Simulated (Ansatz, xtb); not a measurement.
**Two structures of GeH2OSi2**

Structure a: `O1[Si@@H]2[Ge][Si@H]12`, a singlet. Structure b: a singlet given by its coordinates. Both are isolated molecules in the gas phase, relaxed with PBE0-D3(BJ)/def2-SVP.

a (Å):

```xyz
6

Ge   -1.1595    0.3546    0.4797
O    -1.6906    0.1868    3.6913
Si   -2.2226   -0.6721    2.2991
Si   -0.4590    0.8160    2.6686
H    -2.7975   -1.9906    2.7187
H     0.7881    1.0347    3.4699
```

b (Å):

```xyz
6

Ge   -2.8080   -0.9069    1.8176
O    -2.3879    0.9268    1.5965
Si   -1.1105    0.8498    2.6595
Si   -0.3877   -1.2028    2.2290
H    -1.1019    1.9862    3.6366
H     0.1643   -1.8473    3.4764
```

Close contacts (Å): Ge1–O2 1.89, Ge1–Si3 2.58, Ge1–Si4 2.47, O2–Si3 1.66, Si3–Si4 2.22, Si3–H5 1.50, Si4–H6 1.51.

Problem. Estimate which is lower in electronic energy at CCSD(T)/def2-TZVP, and by roughly how much.

Solution. The CCSD(T)/def2-TZVP calculation puts structure a lower, by 26.5 kJ/mol.

The same difference at several levels:

```csv
level,geometry,E(b) − E(a) (kJ/mol),departure from the last row (kJ/mol),"job, with rough time for the two"
PBE0-D3(BJ)/def2-SVP,PBE0-D3(BJ)/def2-SVP,+14.4,−12.2,"optimisation, 92 s"
HF/def2-TZVP,PBE0-D3(BJ)/def2-SVP,+25.1,−1.5,part of the CCSD(T) run
MP2/def2-TZVP,PBE0-D3(BJ)/def2-SVP,+36.9,+10.4,part of the CCSD(T) run
CCSD(T)/def2-TZVP,PBE0-D3(BJ)/def2-SVP,+26.5,,"single point, 86 s"
```

None of the levels shown reverses the order. The largest departure from CCSD(T)/def2-TZVP is that of PBE0-D3(BJ)/def2-SVP, 12.2 kJ/mol. Levels run at GFN2-xTB geometries aren't shown.

With harmonic frequencies from PBE0-D3(BJ)/def2-SVP (ideal gas, rigid rotor, one conformer each, 298.15 K, 1 atm): on the last row, ΔE + ΔZPE = +25.4, ΔH = +25.5, ΔG = +25.6 kJ/mol.

The T1 diagnostic of structure b is large, so the coupled-cluster value is less sure. The correlated steps freeze 20 core orbitals; the filled d shell of Ge is correlated, in a basis made for valence electrons. Codes used: Ansatz 0.2.0; the last row on 2 threads of Intel(R) Xeon(R) Platinum 8259CL CPU @ 2.50GHz (Skylake/Cascade Lake) on a shared host.
